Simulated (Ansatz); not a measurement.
Ansatz (an electronic-structure program) input (CCSD(T)/aug-cc-pVDZ):

Ansatz 0.2 input:
```yaml
crystal:
  periodic: [false, false, false]
  atoms:
    - {symbol: B, position_ang: [0.06282170, -0.01131357, 0.00336191]}
    - {symbol: C, position_ang: [1.57518112, -0.28367465, 0.08429595]}
    - {symbol: C, position_ang: [-0.46616844, 1.46490148, -0.12543630]}
    - {symbol: C, position_ang: [-0.95699035, -1.20860456, 0.04927583]}
    - {symbol: H, position_ang: [1.99279569, -1.27959075, 0.20472041]}
    - {symbol: H, position_ang: [2.32324980, 0.50231335, 0.02625314]}
    - {symbol: H, position_ang: [0.26610796, 2.17712213, -0.51143862]}
    - {symbol: H, position_ang: [-0.73908119, 1.81083433, 0.88191038]}
    - {symbol: H, position_ang: [-1.38176005, 1.54044172, -0.71825706]}
    - {symbol: H, position_ang: [-1.89771850, -0.94983985, 0.54275548]}
    - {symbol: H, position_ang: [-1.22750386, -1.45667168, -0.98715235]}
    - {symbol: H, position_ang: [-0.56233238, -2.12377503, 0.49558614]}
basis:
  gaussian:
    orbitals: aug-cc-pVDZ
magnetization: {spin_polarized: true, initial_magnetization: 1}
correlation: {method: ccsd_t, electrons: outside_noble_gas}
output: {forces: true}
```

Output:

```
Functional definition: HF
integrals: 0.92 GiB planned
1614 factors; integrals over basis functions are off by at most 7.3e-4 eV
mean field: 0.92 GiB planned
mean field evaluation 1: about -3884.9952 eV, gradient 2.8e1 eV
mean field evaluation 2: about -3885.0022 eV, gradient 2.8e1 eV
mean field evaluation 4: about -3889.5377 eV, gradient 2.4e0 eV
mean field evaluation 8: about -3889.6005 eV, gradient 2.5e-1 eV
mean field evaluation 16: about -3889.5298 eV, gradient 2.4e0 eV
mean field -3889.60201070 eV, -142.9402374261 hartree, gradient 1.0e-6 eV, S^2 0.758113; 0 other end points of the search recorded, 0 dependent functions left out
4 core orbitals not correlated
reference -3889.60201070 eV, -142.9402374261 hartree; 12, 11 occupied and 148, 149 virtual orbitals, 1614 factors
too little memory for Intel AMX tiles; the run may be slower
densities: 7.64 GiB planned
second order -13.78894370 eV of doubles, -0.00000000 eV of singles
coupled cluster: 3.98 GiB planned
cycle   1  -14.97397775 eV  change    -1.2e0 eV  update   7.9e-2
cycle   2  -15.38385933 eV  change   -4.1e-1 eV  update   2.4e-2
cycle   3  -15.43499810 eV  change   -5.1e-2 eV  update   9.3e-3
cycle   4  -15.43390080 eV  change    1.1e-3 eV  update   3.5e-3
cycle   5  -15.43301338 eV  change    8.9e-4 eV  update   1.4e-3
cycle   6  -15.43307167 eV  change   -5.8e-5 eV  update   5.0e-4
cycle   7  -15.43309888 eV  change   -2.7e-5 eV  update   1.6e-4
cycle   8  -15.43311204 eV  change   -1.3e-5 eV  update   5.8e-5
cycle   9  -15.43310693 eV  change    5.1e-6 eV  update   2.3e-5
cycle  10  -15.43310016 eV  change    6.8e-6 eV  update   1.0e-5
cycle  11  -15.43310271 eV  change   -2.6e-6 eV  update   5.4e-6
cycle  12  -15.43310292 eV  change   -2.1e-7 eV  update   3.0e-6
cycle  13  -15.43310384 eV  change   -9.2e-7 eV  update   1.5e-6
perturbative correction -0.47549488 eV, -0.0174741146 hartree
the calculation of the forces begins
Total energy: -3905.51060942 eV, -143.5248676459 hartree
Atom 0 at     0.062822    -0.011314     0.003362 Å, force    -0.151655     0.027312    -0.008116 eV/Å
Atom 1 at     1.575181    -0.283675     0.084296 Å, force     0.108613    -0.019560     0.005812 eV/Å
Atom 2 at    -0.466168     1.464901    -0.125436 Å, force     0.016664    -0.000470    -0.042418 eV/Å
Atom 3 at    -0.956990    -1.208605     0.049276 Å, force     0.011306    -0.004567     0.043915 eV/Å
Atom 4 at     1.992796    -1.279591     0.204720 Å, force     0.193195    -0.472252     0.058276 eV/Å
Atom 5 at     2.323250     0.502313     0.026253 Å, force     0.350343     0.374367    -0.029188 eV/Å
Atom 6 at     0.266108     2.177122    -0.511439 Å, force     0.321655     0.314826    -0.170520 eV/Å
Atom 7 at    -0.739081     1.810834     0.881910 Å, force    -0.109105     0.127263     0.423184 eV/Å
Atom 8 at    -1.381760     1.540442    -0.718257 Å, force    -0.400989     0.028035    -0.261166 eV/Å
Atom 9 at    -1.897719    -0.949840     0.542755 Å, force    -0.410400     0.118088     0.217744 eV/Å
Atom 10 at    -1.227504    -1.456672    -0.987152 Å, force    -0.102191    -0.089211    -0.434492 eV/Å
Atom 11 at    -0.562332    -2.123775     0.495586 Å, force     0.172565    -0.403830     0.196968 eV/Å
Dipole moment:     0.083176    -0.014979     0.004451 e Å
```

It need not be the lowest isomer of its formula.
